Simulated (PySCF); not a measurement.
# Distorted geometries of [BiCl4]+

[BiCl4]+ (singlet). PySCF 2.14.0, RKS BP86, Bi def2-SVP with ECP60, Cl def2-SVP; non-relativistic Hamiltonian with scalar-relativistic core potentials where named; density fitting; no spin-orbit coupling. Relaxed geometry:

```xyz
5

Bi    0.0052    0.2510    0.0000
Cl   -0.0241   -1.1600    1.9690
Cl   -0.0241   -1.1600   -1.9690
Cl    2.0137    1.6072    0.0000
Cl   -1.9452    1.6895    0.0000
```

Q: Order these distorted geometries by energy above the relaxed one, lowest first.
A.
```xyz
5

Bi   -0.0064   -0.0110    0.2522
Cl    0.0026   -1.0190    1.8517
Cl    0.1573   -0.9321   -1.9976
Cl    1.9602    1.4072   -0.1308
Cl   -2.0882    1.7825    0.0244
```
B.
```xyz
5

Bi    0.0285    0.3007   -0.0594
Cl    0.0273   -1.1628    1.9910
Cl   -0.0281   -1.1761   -1.9644
Cl    1.9972    1.5759    0.0322
Cl   -1.9993    1.6901    0.0006
```
C.
```xyz
5

Bi   -0.0459    0.2867   -0.0171
Cl   -0.0381   -1.1791    1.9445
Cl    0.0133   -1.1542   -1.9704
Cl    2.0312    1.6044    0.0231
Cl   -1.9351    1.6698    0.0197
```

A: C (0.07 eV), B (0.11 eV), A (4.92 eV).

Q: Which forces (eV/Å) act in the one that lies 0.11 eV up?

A: 
```
Bi  -1.31 -1.01  1.06
Cl  -0.02  0.57 -0.80
Cl   0.02 -0.04 -0.18
Cl   0.92  0.66 -0.04
Cl   0.38 -0.18 -0.05
```
Forces carry noise of the integration grid, about 0.01 to 0.03 eV/Å.
